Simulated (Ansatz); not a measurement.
Molecule: C2H7OSi (charge 0, doublet). It need not be the lowest isomer of its formula. 
Coordinates optimised at B3LYP-D3(BJ)/def2-TZVP (Ansatz, an electronic-structure program):
```
Si
O 1 1.6676
H 2 0.9606 1 117.69
C 1 1.8753 2 104.86 3 177.51
H 4 1.0905 1 111.23 2 60.02
H 4 1.0915 5 108.36 1 -122.08
H 4 1.0947 5 108.17 6 -117.32
C 1 1.8865 2 110.61 3 57.81
H 8 1.0914 1 111.91 2 -62.07
H 8 1.0920 9 107.81 1 121.79
H 8 1.0950 9 108.25 10 117.01
```
Charge 0, spin multiplicity 2.

Total electronic energies in hartree. Correlated levels leave the core frozen unless marked. UHF or UKS for open shells. Spin-orbit coupling is left out. Non-relativistic. CBS(X,Y): correlation extrapolated as X^-3; Hartree-Fock from the larger set.

| level | program | energy (Eh) |
|---|---|---|
| r2SCAN/def2-TZVPD | Ansatz | -445.12405 |
| PBE0-D3(BJ)/def2-TZVPD | Ansatz + dftd3 | [?] |
| r2SCANh/def2-TZVPD | Ansatz | -445.11532 |
| CAM-B3LYP-D3(BJ)/def2-TZVPD | Ansatz + dftd3 | [?] |
| LC-wPBE-D3(BJ)/def2-TZVPD | Ansatz + dftd3 | [?] |
| B2PLYP-D3(BJ)/def2-TZVPD | Ansatz + dftd3 | -444.98890 |
| MP2/cc-pwCVTZ | Ansatz | -444.42838 |
| CCSD/cc-pV(Q+d)Z | Ansatz | -444.51313 |
| CCSD(T)/CBS(cc-pV(T+d)Z,cc-pV(Q+d)Z) | Ansatz | -444.5773 |

Q: What belongs in the gaps?

A: 
- PBE0-D3(BJ)/def2-TZVPD, energy (Eh): -444.94000
- CAM-B3LYP-D3(BJ)/def2-TZVPD, energy (Eh): -445.17583
- LC-wPBE-D3(BJ)/def2-TZVPD, energy (Eh): -445.06250
